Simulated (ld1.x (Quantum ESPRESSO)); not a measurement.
Logarithmic derivatives: W (Z = 74), ultrasoft

```json
{
 "Element": "tungsten",
 "Generator": "ld1.x (Quantum ESPRESSO) 7.5",
 "Type": "ultrasoft",
 "Functional": "LDA (PZ)",
 "Relativity": "scalar-relativistic",
 "Frozen core": "[Xe]",
 "Valence charge": "20",
 "Reference configuration": "4f14 5d4 6s1.5 6p0 (charge +0.5)",
 "Partial waves": "6s (bound): rcut 2.20, rcutus 2.55 bohr; 6s channel at 3.85 Ry: rcut 2.20, rcutus 2.55 bohr; 6p (bound, empty): rcut 3.15, rcutus 3.60 bohr; 6p channel at 0.7 Ry: rcut 3.15, rcutus 3.60 bohr; 5d (bound): rcut 1.20, rcutus 1.60 bohr; 5d channel at 2.4 Ry: rcut 1.20, rcutus 1.60 bohr; 4f (bound): rcut 1.25, rcutus 1.30 bohr; 4f channel at -0.5 Ry: rcut 1.25, rcutus 1.30 bohr",
 "Local potential": "all-electron potential smoothed inside 3.50 bohr (lloc = -1)",
 "Core correction": "none",
 "Augmentation charge": "PSQ, inside the norm-conserving radii"
}
```

The phase is arctan(r·u′/u) with u = r·R(r), unwrapped; energies in Ry, scanned from -5 to 5 Ry. A pole is an energy at which the radial function vanishes at the test radius. The pseudo phase is shifted by a multiple of π to meet the all-electron one at the reference energy, and phase errors are pseudo minus all-electron; the curves can meet again beyond the range given. Levels narrower than the energy grid can be missing from the lists of poles. n/a: not evaluated, since a narrow level or a reset projector energy made the automatic matching unsafe.

| channel | radius (bohr) | reference energy (Ry) | poles, all-electron | poles, pseudo | unbroken range about the reference energy with phases within 0.05 rad | phase error 1 Ry above the reference energy (rad) |
| --- | --- | --- | --- | --- | --- | --- |
| s | 3.92 | -0.67 | -0.27, 3.27 | -0.27, 3.27 | the whole range | -0.001 |
| p | 3.92 | -0.30 | 0.53, 4.35 | 0.53, 3.39 | n/a | n/a |
| d | 3.92 | -0.60 | -0.52, 2.01 | -0.52, 2.01 | below 3.8 | +0.005 |
| f | 3.92 | -2.73 | 1.56, 4.47 | 1.61 | below 2.2 | +0.000 |

Phases in the d channel:

```tsv
E (Ry)	all-electron	pseudo
-5.00	1.454	1.454
-4.74	1.450	1.450
-4.48	1.447	1.447
-4.22	1.443	1.443
-3.96	1.438	1.438
-3.70	1.433	1.433
-3.44	1.428	1.428
-3.18	1.422	1.422
-2.92	1.415	1.415
-2.66	1.406	1.406
-2.40	1.396	1.396
-2.14	1.384	1.384
-1.88	1.369	1.369
-1.62	1.349	1.349
-1.36	1.320	1.320
-1.10	1.270	1.270
-0.84	1.125	1.126
-0.58	-1.360	-1.360
-0.32	-1.771	-1.771
-0.06	-1.902	-1.902
0.20	-2.086	-2.084
0.46	-2.549	-2.543
0.72	-3.678	-3.669
0.98	-4.294	-4.292
1.24	-4.504	-4.503
1.50	-4.605	-4.605
1.76	-4.668	-4.668
2.02	-4.714	-4.714
2.28	-4.754	-4.754
2.54	-4.792	-4.792
2.80	-4.836	-4.836
3.06	-4.895	-4.895
3.32	-4.992	-4.990
3.58	-5.208	-5.198
3.84	-5.987	-5.923
4.10	-7.188	-7.145
4.36	-7.533	-7.516
4.62	-7.658	-7.648
4.88	-7.723	-7.715
```
